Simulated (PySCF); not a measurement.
## Shieldings and the share of exact exchange

Molecule: SMILES N[SiH2]B[SiH3], BH8NSi2.

Bonds (- single, = double, # triple, : aromatic): N1-Si2 1.739 Å, Si2-B3 2.008 Å, B3-Si4 2.012 Å. N1 carries H5, H6; Si2 carries H7, H8; B3 carries H9; Si4 carries H10, H11, H12.

GIAO shieldings (ppm, equivalent atoms averaged) in PySCF 2.14.0 with density-fitted response routines on the PBE0-D3(BJ)/def2-SVP geometry, basis pcSseg-2, gas phase, non-relativistic:

```tsv
functional	exact exchange (%)	σ(Si2)	σ(Si4)	σ(B3)
BLYP	0	359.7	418.2	-68.3
BP86	0	368.6	428.1	-64.8
PBE	0	369.1	430.4	-69.4
B3LYP	20	374.6	429.6	-63.2
PBE0	25	387.8	444.3	-61.9
BHandHLYP	50	395.6	445.9	-53.9
HF	100	432.8	475.2	-32.5
```

(1) Fit each shielding as a line in the percentage of exact exchange.

(2) What does the line predict for mPW1PW91 (25 %), and what does the run give?

## Answers

(1) σ(Si2) = 365.6 + 0.66 x (rms 4.1 ppm); σ(Si4) = 425.2 + 0.49 x (rms 5.0 ppm); σ(B3) = -68.7 + 0.34 x (rms 2.1 ppm). The functionals also differ in their semilocal parts, which the line can't hold; Hartree–Fock has no correlation at all.

(2) σ(Si2): 382.1 predicted, 386.9 computed; σ(Si4): 437.4 predicted, 442.2 computed; σ(B3): -60.2 predicted, -59.6 computed ppm.
